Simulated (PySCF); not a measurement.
Species: C7H2F2N (doublet state).
SMILES with atom numbers: `[CH2:1]=[C:2]1[C:3]([C:4]#[N:5])=[C:6][C:7]([F:8])=[C:9]1[F:10]` (hydrogens: H11, H12 on C1)

The calculation used PySCF 2.14.0, UKS B3LYP, pcH-1 on C F H N, non-relativistic, mean-field spin-orbit, GIAO. Isolated species at its GFN2-xTB geometry, gas phase. Couplings are sensitive to structure, and on GFN2-xTB geometries they can be far from those on DFT ones. Stability of the SCF solution: not tested.

Principal values of hyperfine tensors in MHz (contact and dipolar terms together), for some of the nuclei:

```tsv
atom	isotope	A1	A2	A3
C6	13C	414.40	443.09	633.75
C2	13C	47.02	50.91	63.54
C9	13C	43.02	46.46	51.67
C4	13C	24.83	27.39	28.96
F10	19F	-7.96	29.04	52.78
F8	19F	-0.48	6.68	42.83
H12	1H	12.42	12.71	16.33
C7	13C	-2.01	3.91	30.25
```

Question: Split each tensor into its isotropic and traceless parts, and turn a_iso into mT with g = 2.0021.

Answer: a_iso = (A1 + A2 + A3)/3, Ti = Ai − a_iso; 1 mT corresponds to 28.022 MHz.

```csv
atom,a_iso (MHz),a_iso (mT),T1,T2,T3
C6,497.08,17.739,-82.68,-53.99,136.67
C2,53.83,1.921,-6.80,-2.91,9.72
C9,47.05,1.679,-4.03,-0.59,4.62
C4,27.06,0.966,-2.23,0.33,1.89
F10,24.62,0.879,-32.58,4.42,28.16
F8,16.34,0.583,-16.82,-9.66,26.49
H12,13.82,0.493,-1.40,-1.11,2.51
C7,10.71,0.382,-12.73,-6.81,19.53
```

Question: What spin density at the nucleus of F8 lies behind its contact coupling (g_N = 5.25774)?

Answer: a_FC = 800.24 MHz bohr³ × g_N × ρ(0)/(2S). With a_FC = 16.34 MHz and 2S = 1, ρ(0) = 0.003884 bohr⁻³.

Question: C1 (13C, g_N = 1.40482) isn't in the table. Its spin density at the nucleus is 0.00554 bohr⁻³. What is its contact coupling?

Answer: By the same relation, a_FC = 6.23 MHz. Its full tensor has the principal values -2.46, 8.36, 12.79 MHz.

Question: Name the largest traceless tensor T of the table and describe it.

Answer: C6: -82.7, -54.0, 136.7 MHz, rhombic: the two smaller values differ by 21 % of the largest.

Question: In a single crystal, with the field along each principal axis of the tensor of C2 in turn, what first-order splitting does this nucleus give (isotropic g, quadrupole terms neglected)?

Answer: 2 lines (I = 1/2), spaced by |A_i|/(g × 13.996): 1.68, 1.82, 2.27 mT along the axes of A1, A2 and A3.
